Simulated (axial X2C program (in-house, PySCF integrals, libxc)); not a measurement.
# NPmN⁻: the levels of the configuration f(δφ)2 f(π)0

Calculated with an axial X2C code built on PySCF integrals: two-component X2C with atomic mean-field Coulomb and Gaunt terms, basis N dyall-v3z, Pm dyall-v3z (cores contracted in-house). Orbitals come from Hartree–Fock averaged over the configuration Pm f(δφ)2 f(π)0; CI then distributes these electrons over the f(δφ), f(π) shells of Pm.

N–Pm–N held linear, both bonds 1.742 Å (near the minimum of the configuration average).

Lowest levels of this model:

```tsv
Ω	energy (cm⁻¹)	g∥	configuration
4	0	6.13	100% f(δφ)2
5	3388	10.05	100% f(δφ)2
0	5106	0.00	100% f(δφ)2
6	6204	13.98	100% f(δφ)2
1	7221	3.47	100% f(δφ)2
1	13838	2.37	100% f(δφ)2
0	13930	0.00	100% f(δφ)2
2	14114	5.91	100% f(δφ)2
0	16400	0.00	100% f(δφ)2
0	17532	0.00	100% f(δφ)2
1	21444	2.08	100% f(δφ)2
4	26169	8.04	100% f(δφ)2
6	26640	12.03	100% f(δφ)2
```

g∥ is the magnitude of 2⟨Lz + ge Sz⟩ for the +Ω component.

Question: From Ω and g∥ of the lowest level, whose 2⟨Lz + ge Sz⟩ is positive, find ⟨Sz⟩ and ⟨Lz⟩ (ge = 2.0023).

Answer: Ω = ⟨Lz⟩ + ⟨Sz⟩ = 4 and ⟨Lz⟩ + ge⟨Sz⟩ = 3.065, so ⟨Sz⟩ = -0.93 and ⟨Lz⟩ = 4.93.

Occupations of the active spinors in the lowest level by ω, shell by shell in order of energy: -7/2: 0.00; -5/2: 0.00 0.00; -3/2: 0.00 0.00; -1/2: 0.00; 1/2: 0.00; 3/2: 1.00 0.00; 5/2: 0.63 0.37; 7/2: 0.00. The leading determinant has weight 0.63 among 5.

This point took 5.6 s on 1 thread of Arm Neoverse N1, on a shared host.

Dynamic correlation is missing, so gaps between terms are too wide and other configurations may lie lower; the lowest level listed is that of this model, not necessarily the ground state. At most 6 roots were kept for each Ω > 0 (twice that for Ω = 0) within 3.5 eV of the lowest, so higher up levels can be missing between those listed; levels with Ω > 0 are doubly degenerate and listed once, Ω = 0 levels singly. States that fill the shells left empty in the average are placed too high. For an anion, levels above electron detachment are held by the basis set. The molecule was held linear; bending was not examined.
